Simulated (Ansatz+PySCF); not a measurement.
**singlet H₄: levels of theory in one basis**

```xyz
4

H     0.8697    0.0000    0.0000
H     0.0000    0.8697    0.0000
H    -0.8697    0.0000    0.0000
H     0.0000   -0.8697    0.0000
```

Basis set: cc-pVDZ (spherical functions). All electrons are correlated. Charge 0, multiplicity 1.

Computed with Ansatz (development build ahead of 0.2.0); each method stands on the lowest determinant of its kind that the runs found. NEVPT2 correlates all electrons. Active spaces start from the frontier orbitals, and the lowest solution found is given.

```json
{"method": "RHF", "E − E(RHF) (eV)": "0.00", "<S²> of the determinant": "0.00"}
{"method": "UHF", "E − E(RHF) (eV)": "-2.67", "<S²> of the determinant": "1.13"}
{"method": "RHF-MP2", "E − E(RHF) (eV)": "-2.15", "<S²> of the determinant": "–"}
{"method": "UHF-MP2", "E − E(RHF) (eV)": "-3.53", "<S²> of the determinant": "1.13"}
{"method": "RHF-CCSD", "E − E(RHF) (eV)": "-3.79", "<S²> of the determinant": "–"}
{"method": "UHF-CCSD", "E − E(RHF) (eV)": "-3.96", "<S²> of the determinant": "1.13"}
{"method": "RHF-CCSD(T)", "E − E(RHF) (eV)": "-4.06", "<S²> of the determinant": "–"}
{"method": "UHF-CCSD(T)", "E − E(RHF) (eV)": "-3.98", "<S²> of the determinant": "1.13"}
{"method": "full CI (lowest root of this spin)", "E − E(RHF) (eV)": "-3.94", "<S²> of the determinant": "–"}
{"method": "CASSCF(2,2)", "E − E(RHF) (eV)": "-1.32", "<S²> of the determinant": "–"}
{"method": "SC-NEVPT2(2,2)", "E − E(RHF) (eV)": "-3.83", "<S²> of the determinant": "–"}
{"method": "SC-NEVPT2(4,4)", "E − E(RHF) (eV)": "-3.75", "<S²> of the determinant": "–"}
```

(1) What does CASSCF(4,4) give on the same scale?

(2) Is a single determinant a sound starting point here?

## Answers

(1) -3.26 eV.

At such a shape the full CI root can have another spatial symmetry than the determinants, so the rows needn't describe one state.

(2) It is doubtful. Unrestricted orbitals lower Hartree–Fock by 2.67 eV and <S²> is 1.13 where a pure state has 0.00, a sign of strong static correlation. The CASSCF(4,4) natural occupations are 1.92, 1.00, 1.00, 0.08. The CASSCF(2,2) natural occupations are 1.00, 1.00.

Caution for RHF, RHF-MP2, RHF-CCSD, RHF-CCSD(T): an unrestricted determinant lies well below; the determinant breaks the point group. Caution for UHF, UHF-MP2, UHF-CCSD, UHF-CCSD(T): the unrestricted determinant is a mixture of spin states. Caution for RHF-MP2, RHF-CCSD, RHF-CCSD(T): large amplitudes, a single reference is doubtful. Caution for UHF-MP2, UHF-CCSD, UHF-CCSD(T): bonds are stretched, where a single reference can fail. Caution for RHF-CCSD(T): the program doubts this total.
